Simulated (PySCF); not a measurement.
Structure problem from calculated spectra and properties.

Formula: C3H9F2PSi.

* 1H NMR: chemical shifts (computed TMS as zero) by class: 0.24 (9 H) ppm [GIAO CAM-B3LYP/pcSseg-1]
* NMR, other nuclei: isotropic shieldings of nuclei other than C and H, by class: 339 (2 F), 337 (1 Si), -86 (1 P) ppm [GIAO CAM-B3LYP/pcSseg-1]
* Triplet: lowest triplet excitation (Tamm–Dancoff): 3.74 eV [TDA CAM-B3LYP/def2-SVPD]
* Dipole: 2.98 D [CAM-B3LYP/def2-SVPD]
* Polarisability: 89.2 au [CAM-B3LYP/def2-SVPD]
* UV, strongest line: among the 10 lowest singlet transitions: S4 at 7.50 eV (165 nm, f = 0.277) [TDDFT CAM-B3LYP/def2-SVPD]
* 13C NMR: chemical shifts (computed TMS as zero) by class: -5.9 (3 C) ppm [GIAO CAM-B3LYP/pcSseg-1]
* Rotational structure: rotational constants A, B, C: 2.167, 1.312, 1.166 GHz [PBE0-D3(BJ)/def2-SVP]

Gas-phase values; electronic properties from PySCF, density fitting. Levels stand in brackets. Geometry: PBE0-D3(BJ)/def2-SVP; no solvent, vibrations or thermal averaging. NMR values are class means; diastereotopic atoms form classes of their own.

Problem. Propose a structure and show how it fits.

Solution. Numbering: `[CH3:1][Si:2]([CH3:3])([CH3:4])[P:5]([F:6])[F:7]`. 3 carbons fall into 1 class: Si-methyl carbon [C1/C3/C4] (-5.9 ppm, 3 C, up to 2.4 ppm apart in this geometry). All hydrogens form one class (0.24 ppm): methyl hydrogen. The other shieldings belong to: 339 ppm, phosphorus-bound fluorine [F6/F7]; 337 ppm, four-coordinate silicon [Si2]; -86 ppm, three-coordinate phosphorus [P5]. The optimised geometry has point group Cs and is an asymmetric top. Structure: `C[Si](C)(C)P(F)F`. The assignments are read from this structure; whether some other isomer fits the data as well wasn't checked.

The values belong to the conformer `[CH3:1][Si:2]([CH3:3])([CH3:4])[P:5]([F:6])[F:7]`: C1–Si2–P5–F6 -70°.
